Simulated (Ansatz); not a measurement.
One change: `C[SiH](N)[InH2]` becomes `C[SiH](N)Br`.

Ansatz, PBE0-D4/def2-TZVP geometries, multiplicity 1. Each molecule was computed in one conformer, which needn't be the lowest.

Elements past krypton have def2 core potentials. Scalar relativity is left out up to krypton. Spin–orbit coupling is left out; it splits and shifts lone-pair levels of the heavy atoms by tenths of an eV.

| property | `C[SiH](N)[InH2]` |
| --- | --- |
| HOMO–LUMO gap (ωB97M-V/def2-TZVPP) / eV | 8.39 |
| HOMO–LUMO gap (PBE0/def2-TZVPP) / eV | 4.85 |
| ideal-gas entropy at 298 K and 1 bar (rigid rotor, harmonic PBE0-D4/def2-TZVP) / J/(mol·K) | 386 |
| LUMO energy (ωB97M-V/def2-TZVPP) / eV | -0.38 |
| HOMO–LUMO gap (B3LYP/def2-TZVPP) / eV | 4.42 |
| HOMO–LUMO gap (PBE/def2-TZVPP) / eV | 3.02 |

Give the same properties after the change, and the shifts. (Estimate.)

Computed: 
```
                                                                                  property  `C[SiH](N)Br`  shift
                                                   HOMO–LUMO gap (ωB97M-V/def2-TZVPP) / eV          12.12   3.73
                                                      HOMO–LUMO gap (PBE0/def2-TZVPP) / eV           8.38   3.53
ideal-gas entropy at 298 K and 1 bar (rigid rotor, harmonic PBE0-D4/def2-TZVP) / J/(mol·K)            343    -43
                                                     LUMO energy (ωB97M-V/def2-TZVPP) / eV           2.12   2.50
                                                     HOMO–LUMO gap (B3LYP/def2-TZVPP) / eV           7.81   3.39
                                                       HOMO–LUMO gap (PBE/def2-TZVPP) / eV           6.18   3.16
```

With PBE0 the HOMO falls by 0.98 eV and the LUMO rises by 2.55 eV, so the gap widens by about 3.53 eV. PBE moves the HOMO by -0.71 eV and ωB97M-V by -1.22 eV. The zero-point energy changes by -26.3 kJ/mol with -6 modes.

Positive LUMOs are unbound, so they and the gaps depend on the basis.

B3LYP here is the variant with VWN-RPA as its local correlation; programs differ in this.
